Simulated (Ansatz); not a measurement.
`[CH3][GeH]([SiH3])[Cl]` + `[SiH3]N[SiH2]Cl` → `CN([SiH3])[SiH2]Cl` + `[SiH3][GeH2][Cl]`  (substitution at a C–Ge bond)

Computed with Ansatz on PBE0-D4/def2-TZVP structures; ΔE is electronic, products minus reactants. CBS: MP2 limit from def2 TZ/QZ plus the TZ coupled-cluster correction, frozen cores. DFT in def2-TZVPP. HSE06 is defined as in plane-wave codes. For Ge outer-core shells are correlated without core-valence functions, which leaves a few kJ/mol of doubt a bond. Scalar relativity is left out up to krypton. One conformer a species, not always the lowest.

| level | ΔE (kJ/mol) | difference from CCSD(T)/CBS |
| --- | --- | --- |
| r2SCAN-D4 | 78.6 | -1.0 |
| r2SCANh-D4 | 78.8 | -0.8 |
| HSE06-D4 | 75.6 | -4.0 |
| ωB97M-V | 76.5 | -3.1 |
| MP2/def2-SVP | 65.6 | -14.0 |
| CCSD/def2-SVP | 60.5 | -19.1 |
| HF/def2-TZVPP | 76.9 | -2.7 |
| SCS-MP2/def2-TZVPP | 79.0 | -0.6 |
| HF/CBS(def2) | 75.7 | -3.9 |
| MP2/CBS(def2) | 84.0 | 4.4 |
| CCSD(T)/CBS | 79.6 | 0 |

Q: What do rigid-rotor, harmonic-oscillator terms from PBE0-D4/def2-TZVP frequencies (298.15 K, 1 bar) make of the CCSD(T)/CBS value? (Best estimate.)

A: Computed: ΔZPE = -2.0 kJ/mol, ΔH = +76.4 kJ/mol, ΔS = -9 J/(mol·K), ΔG = +79.1 kJ/mol. Modes under 50 cm⁻¹ make the entropy rough.

Largest T1 diagnostic among the species: 0.011.

The D4 term adds −3.8 kJ/mol with B3LYP and −2.0 kJ/mol with PBE0; it sums over pairs of atoms, weighted by their polarisabilities, and B3LYP, whose exchange is more repulsive, gets the larger term. Leaving LDA and LC-ωPBE aside and taking each functional with its dispersion term where it has one, the values, not all of them listed here, spread over 9.4 kJ/mol, from revPBE-D4 to PBE-QIDH. LDA lies −7.9 kJ/mol from PBE without D4. At CCSD(T), def2-SVP lies −20.2 kJ/mol from the extrapolated value and def2-TZVPP −1.2 kJ/mol.

B3LYP here is the variant with VWN-RPA as its local correlation; programs differ in this.
